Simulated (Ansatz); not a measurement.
A short molecular-dynamics run on C2H7BS2, SMILES `CB(C)SS`.

```yaml
crystal:
  periodic: [false, false, false]
  atoms:
    - {symbol: C, position_ang: [-1.399311, -0.722764, 0.240020]}
    - {symbol: B, position_ang: [-0.078556, -0.031199, -0.281670]}
    - {symbol: C, position_ang: [1.319532, -0.298135, 0.405737]}
    - {symbol: S, position_ang: [-0.059245, 0.565438, -2.096806]}
    - {symbol: S, position_ang: [-0.406412, 1.989829, -0.659193]}
    - {symbol: H, position_ang: [-1.500385, -0.638181, 1.326225]}
    - {symbol: H, position_ang: [-1.345305, -1.793813, 0.012318]}
    - {symbol: H, position_ang: [-2.313502, -0.345474, -0.223102]}
    - {symbol: H, position_ang: [1.281521, -0.140729, 1.488019]}
    - {symbol: H, position_ang: [2.141533, 0.294643, -0.003367]}
    - {symbol: H, position_ang: [1.582561, -1.351748, 0.255484]}
    - {symbol: H, position_ang: [0.854470, 2.417036, -0.429865]}
basis:
  gaussian: {orbitals: def2-SVP}
hamiltonian: {xc: {name: r2SCAN}}
md: {timestep: 0.5 fs, n_steps: 30, ensemble: nvt_langevin, temperature: 1500, initial_velocities: maxwell_boltzmann, friction: 0.01, seed: 774}
```

```sh
$ ansatz run in.yaml --threads 4 --pin off --events-out ev --progress --plain --max-ram 10444MiB
```

```tsv
step	time (fs)	potential energy (eV)	kinetic (eV)	T (K)	conserved (eV)
0	0.0	-24523.9882	2.1328	1375	–
1	0.5	-24523.9719	2.1203	1367	–
2	1.0	-24523.8743	2.1037	1356	–
3	1.5	-24523.7282	1.9671	1268	–
4	2.0	-24523.5760	1.8749	1209	–
5	2.5	-24523.4518	1.7857	1151	–
6	3.0	-24523.3643	1.7420	1123	–
7	3.5	-24523.2970	1.7101	1103	–
8	4.0	-24523.2471	1.5738	1015	–
9	4.5	-24523.2246	1.5448	996	–
10	5.0	-24523.2205	1.4763	952	–
11	5.5	-24523.2311	1.4540	937	–
12	6.0	-24523.2439	1.4595	941	–
13	6.5	-24523.2440	1.4902	961	–
14	7.0	-24523.2176	1.2920	833	–
15	7.5	-24523.1645	1.1940	770	–
16	8.0	-24523.0963	1.1026	711	–
17	8.5	-24523.0340	1.1576	746	–
18	9.0	-24522.9891	1.1044	712	–
19	9.5	-24522.9615	1.0036	647	–
20	10.0	-24522.9494	1.0305	664	–
21	10.5	-24522.9404	1.0506	677	–
22	11.0	-24522.9101	1.1326	730	–
23	11.5	-24522.8414	1.0834	698	–
24	12.0	-24522.7599	1.0591	683	–
25	12.5	-24522.6855	1.0389	670	–
26	13.0	-24522.6229	0.9475	611	–
27	13.5	-24522.5793	0.9460	610	–
28	14.0	-24522.5488	0.9511	613	–
29	14.5	-24522.5228	0.9693	625	–
30	15.0	-24522.5023	0.9746	628	–
```

Velocities are drawn at the set temperature; a run this short doesn't reach equilibrium.

Frames (Å, forces in eV/Å):

```xyz
12
time=0.0 fs
C    -1.399   -0.723    0.240    0.140    0.124   -0.059
B    -0.079   -0.031   -0.282   -0.015   -0.117    0.068
C     1.320   -0.298    0.406   -0.157    0.092   -0.082
S    -0.059    0.565   -2.097    0.091   -0.416   -0.646
S    -0.406    1.990   -0.659   -0.390    0.475    0.364
H    -1.500   -0.638    1.326   -0.028    0.009    0.310
H    -1.345   -1.794    0.012    0.022   -0.286   -0.062
H    -2.314   -0.345   -0.223   -0.253    0.088   -0.130
H     1.282   -0.141    1.488   -0.007    0.024    0.311
H     2.142    0.295   -0.003    0.240    0.150   -0.113
H     1.583   -1.352    0.255    0.064   -0.281   -0.040
H     0.854    2.417   -0.430    0.293    0.138    0.080
12
time=1.0 fs
C    -1.406   -0.729    0.240   -0.339    0.384    1.025
B    -0.086   -0.022   -0.274    0.122   -0.175    0.079
C     1.327   -0.298    0.406    0.534   -0.892   -2.297
S    -0.057    0.561   -2.105   -0.023   -0.205   -0.245
S    -0.409    1.998   -0.651    0.538    0.349    0.301
H    -1.518   -0.666    1.388    0.114   -0.172   -1.498
H    -1.321   -1.791   -0.048   -0.106   -0.127    0.158
H    -2.329   -0.335   -0.242    0.285   -0.182    0.267
H     1.314   -0.147    1.445   -0.019    0.284    1.995
H     2.173    0.286   -0.037   -0.403   -0.272    0.201
H     1.588   -1.395    0.247   -0.253    0.943    0.107
H     0.898    2.342   -0.360   -0.450    0.065   -0.092
12
time=2.0 fs
C    -1.414   -0.734    0.242   -0.473    0.459    1.324
B    -0.093   -0.011   -0.267    0.213   -0.306    0.150
C     1.335   -0.298    0.404    0.907   -1.596   -3.597
S    -0.055    0.556   -2.114   -0.125    0.010    0.131
S    -0.413    2.008   -0.644    1.470    0.170    0.311
H    -1.536   -0.699    1.433    0.204   -0.219   -2.444
H    -1.299   -1.782   -0.109   -0.237    0.037    0.393
H    -2.337   -0.321   -0.257    0.573   -0.371    0.543
H     1.350   -0.147    1.424    0.015    0.429    2.903
H     2.203    0.275   -0.063   -0.861   -0.541    0.415
H     1.594   -1.437    0.247   -0.475    1.859    0.200
H     0.939    2.271   -0.288   -1.211    0.067   -0.330
12
time=3.0 fs
C    -1.422   -0.739    0.244   -0.300    0.382    1.271
B    -0.102    0.001   -0.259    0.343   -0.469    0.220
C     1.345   -0.300    0.400    0.875   -1.715   -2.987
S    -0.052    0.551   -2.123   -0.216    0.204    0.483
S    -0.416    2.017   -0.638    2.153   -0.080    0.343
H    -1.552   -0.735    1.457    0.246   -0.188   -2.870
H    -1.278   -1.771   -0.166   -0.385    0.236    0.617
H    -2.331   -0.299   -0.267    0.570   -0.499    0.670
H     1.388   -0.142    1.435    0.016    0.338    2.128
H     2.220    0.263   -0.086   -1.006   -0.619    0.485
H     1.596   -1.462    0.252   -0.550    2.240    0.200
H     0.970    2.200   -0.217   -1.746    0.170   -0.561
12
time=4.0 fs
C    -1.431   -0.745    0.248    0.056    0.151    0.936
B    -0.112    0.011   -0.250    0.505   -0.630    0.253
C     1.355   -0.304    0.392    0.586   -1.536   -1.373
S    -0.049    0.546   -2.131   -0.298    0.371    0.806
S    -0.419    2.026   -0.631    2.559   -0.356    0.357
H    -1.565   -0.777    1.459    0.247   -0.115   -2.918
H    -1.259   -1.765   -0.218   -0.547    0.519    0.854
H    -2.318   -0.279   -0.273    0.410   -0.582    0.704
H     1.425   -0.132    1.464   -0.072    0.127    0.569
H     2.225    0.246   -0.106   -0.908   -0.584    0.432
H     1.587   -1.476    0.265   -0.502    2.319    0.122
H     0.984    2.133   -0.155   -2.037    0.315   -0.742
12
time=5.0 fs
C    -1.440   -0.752    0.252    0.654    0.029    0.527
B    -0.122    0.019   -0.240    0.671   -0.799    0.279
C     1.365   -0.310    0.385   -0.025   -1.326    0.166
S    -0.047    0.542   -2.139   -0.355    0.514    1.083
S    -0.421    2.035   -0.625    2.665   -0.608    0.333
H    -1.571   -0.823    1.437    0.193   -0.016   -2.538
H    -1.242   -1.753   -0.255   -0.657    0.546    0.925
H    -2.297   -0.264   -0.269    0.000   -0.523    0.565
H     1.458   -0.122    1.494   -0.187   -0.063   -0.719
H     2.218    0.219   -0.121   -0.493   -0.347    0.211
H     1.569   -1.477    0.282   -0.395    2.132    0.027
H     0.976    2.073   -0.099   -2.070    0.462   -0.860
12
time=6.0 fs
C    -1.448   -0.760    0.255    1.239    0.159   -0.056
B    -0.131    0.028   -0.232    0.809   -0.972    0.305
C     1.373   -0.317    0.377   -0.955   -0.929    1.471
S    -0.045    0.537   -2.146   -0.391    0.644    1.313
S    -0.422    2.043   -0.617    2.564   -0.813    0.263
H    -1.576   -0.871    1.395    0.106    0.045   -1.645
H    -1.239   -1.732   -0.279   -0.649    0.257    0.781
H    -2.279   -0.256   -0.255   -0.486   -0.345    0.322
H     1.490   -0.111    1.517   -0.310   -0.219   -1.568
H     2.200    0.188   -0.132    0.227    0.075   -0.216
H     1.544   -1.460    0.293   -0.224    1.516   -0.055
H     0.951    2.024   -0.052   -1.931    0.581   -0.915
12
time=7.0 fs
C    -1.453   -0.767    0.258    1.681    0.322   -1.272
B    -0.141    0.036   -0.225    0.963   -1.133    0.313
C     1.381   -0.325    0.370   -2.146    0.005    2.472
S    -0.043    0.531   -2.152   -0.422    0.759    1.499
S    -0.424    2.050   -0.609    2.245   -0.966    0.110
H    -1.583   -0.912    1.339   -0.028   -0.038   -0.107
H    -1.243   -1.717   -0.298   -0.597    0.060    0.636
H    -2.272   -0.257   -0.240   -0.839   -0.157    0.103
H     1.523   -0.104    1.523   -0.403   -0.285   -1.935
H     2.176    0.159   -0.145    1.104    0.563   -0.771
H     1.510   -1.424    0.303    0.029    0.199   -0.178
H     0.910    1.981   -0.017   -1.588    0.671   -0.869
12
time=8.0 fs
C    -1.456   -0.771    0.259    1.869    0.763   -2.519
B    -0.152    0.043   -0.219    1.142   -1.245    0.297
C     1.387   -0.331    0.365   -2.994    1.426    2.896
S    -0.041    0.526   -2.158   -0.446    0.850    1.651
S    -0.424    2.056   -0.601    1.631   -1.044   -0.176
H    -1.592   -0.948    1.291   -0.182   -0.238    1.506
H    -1.259   -1.697   -0.313   -0.443   -0.334    0.385
H    -2.275   -0.266   -0.226   -1.052    0.034   -0.029
H     1.551   -0.101    1.511   -0.458   -0.256   -1.855
H     2.161    0.138   -0.159    1.647    0.837   -1.174
H     1.477   -1.388    0.314    0.247   -1.503   -0.312
H     0.857    1.946    0.003   -0.961    0.711   -0.670
12
time=9.0 fs
C    -1.457   -0.775    0.258    1.631    1.375   -3.154
B    -0.163    0.048   -0.211    1.321   -1.296    0.176
C     1.390   -0.336    0.362   -2.876    3.056    2.309
S    -0.038    0.519   -2.164   -0.469    0.925    1.789
S    -0.423    2.061   -0.594    0.536   -1.030   -0.704
H    -1.604   -0.978    1.260   -0.260   -0.437    2.549
H    -1.285   -1.678   -0.322   -0.239   -0.841    0.038
H    -2.293   -0.282   -0.209   -0.982    0.130   -0.053
H     1.573   -0.101    1.481   -0.430   -0.127   -1.356
H     2.166    0.124   -0.187    1.273    0.573   -0.976
H     1.447   -1.363    0.325    0.346   -2.993   -0.407
H     0.790    1.917    0.013    0.150    0.665   -0.212
12
time=10.0 fs
C    -1.457   -0.778    0.254    0.903    1.726   -2.953
B    -0.174    0.052   -0.203    1.555   -1.329    0.003
C     1.393   -0.338    0.362   -2.422    3.234    0.870
S    -0.035    0.512   -2.169   -0.484    0.998    1.907
S    -0.422    2.064   -0.588   -0.912   -0.914   -1.449
H    -1.617   -1.014    1.248   -0.216   -0.426    2.551
H    -1.315   -1.672   -0.327   -0.060   -1.134   -0.245
H    -2.323   -0.296   -0.199   -0.562    0.044    0.113
H     1.592   -0.104    1.437   -0.282    0.113   -0.328
H     2.179    0.116   -0.221    0.555    0.129   -0.509
H     1.427   -1.368    0.332    0.317   -2.950   -0.433
H     0.725    1.903    0.018    1.608    0.508    0.474
12
time=11.0 fs
C    -1.457   -0.779    0.248   -0.117    1.542   -1.853
B    -0.184    0.054   -0.195    1.795   -1.296   -0.166
C     1.395   -0.339    0.362   -2.021    1.670   -1.228
S    -0.033    0.503   -2.173   -0.489    1.076    2.020
S    -0.421    2.068   -0.583   -2.151   -0.784   -2.164
H    -1.634   -1.058    1.256    0.016   -0.106    1.477
H    -1.340   -1.675   -0.332    0.047   -1.159   -0.387
H    -2.359   -0.307   -0.190    0.012   -0.120    0.318
H     1.617   -0.108    1.382   -0.009    0.455    1.282
H     2.197    0.110   -0.255   -0.188   -0.301   -0.032
H     1.413   -1.406    0.332    0.263   -1.296   -0.391
H     0.675    1.897    0.033    2.843    0.318    1.123
12
time=12.0 fs
C    -1.458   -0.780    0.240   -1.098    0.733   -0.504
B    -0.192    0.052   -0.186    1.999   -1.179   -0.370
C     1.395   -0.339    0.361   -1.760   -0.152   -3.365
S    -0.031    0.495   -2.177   -0.484    1.147    2.132
S    -0.421    2.071   -0.579   -2.544   -0.776   -2.462
H    -1.654   -1.102    1.278    0.353    0.378    0.040
H    -1.363   -1.693   -0.338    0.081   -0.776   -0.277
H    -2.397   -0.318   -0.174    0.529   -0.239    0.411
H     1.651   -0.108    1.332    0.347    0.761    2.947
H     2.220    0.100   -0.284   -0.872   -0.611    0.351
H     1.403   -1.457    0.322    0.234    0.494   -0.262
H     0.649    1.896    0.061    3.213    0.220    1.360
12
time=13.0 fs
C    -1.459   -0.783    0.230   -1.861   -0.298    0.528
B    -0.198    0.049   -0.177    2.160   -1.029   -0.579
C     1.391   -0.340    0.358   -1.418   -1.338   -4.005
S    -0.030    0.488   -2.179   -0.470    1.212    2.218
S    -0.421    2.074   -0.576   -1.854   -0.948   -2.105
H    -1.673   -1.139    1.303    0.662    0.797   -1.134
H    -1.382   -1.718   -0.349    0.094   -0.179   -0.002
H    -2.429   -0.331   -0.154    0.885   -0.280    0.398
H     1.693   -0.098    1.307    0.439    0.728    3.254
H     2.240    0.073   -0.308   -1.328   -0.694    0.536
H     1.394   -1.507    0.306    0.207    1.745   -0.058
H     0.649    1.899    0.105    2.484    0.285    0.950
12
time=14.0 fs
C    -1.460   -0.786    0.218   -2.473   -0.997    1.304
B    -0.202    0.044   -0.167    2.263   -0.807   -0.806
C     1.384   -0.344    0.352   -0.760   -1.810   -3.065
S    -0.031    0.482   -2.179   -0.450    1.264    2.272
S    -0.422    2.076   -0.576   -0.757   -1.187   -1.418
H    -1.686   -1.171    1.320    0.874    1.075   -1.828
H    -1.400   -1.736   -0.358    0.126    0.155    0.113
H    -2.455   -0.342   -0.133    1.155   -0.280    0.333
H     1.742   -0.087    1.305    0.065    0.354    2.188
H     2.249    0.035   -0.326   -1.542   -0.590    0.538
H     1.388   -1.544    0.287    0.154    2.414    0.141
H     0.667    1.906    0.153    1.345    0.407    0.228
12
time=15.0 fs
C    -1.462   -0.790    0.208   -2.762   -1.461    1.748
B    -0.205    0.036   -0.155    2.320   -0.544   -1.052
C     1.376   -0.349    0.345    0.051   -1.778   -1.516
S    -0.031    0.477   -2.178   -0.437    1.311    2.302
S    -0.424    2.076   -0.576    0.331   -1.416   -0.685
H    -1.694   -1.193    1.319    0.974    1.170   -2.017
H    -1.416   -1.749   -0.365    0.179    0.312    0.140
H    -2.473   -0.362   -0.112    1.207   -0.158    0.196
H     1.795   -0.071    1.319   -0.598   -0.153    0.635
H     2.249   -0.011   -0.342   -1.598   -0.387    0.451
H     1.380   -1.561    0.269    0.114    2.596    0.325
H     0.697    1.916    0.198    0.220    0.509   -0.528
```

Run time 80 s (4 threads of an Intel Xeon Platinum 8488C on a shared host); peak host memory 0.55 GiB.
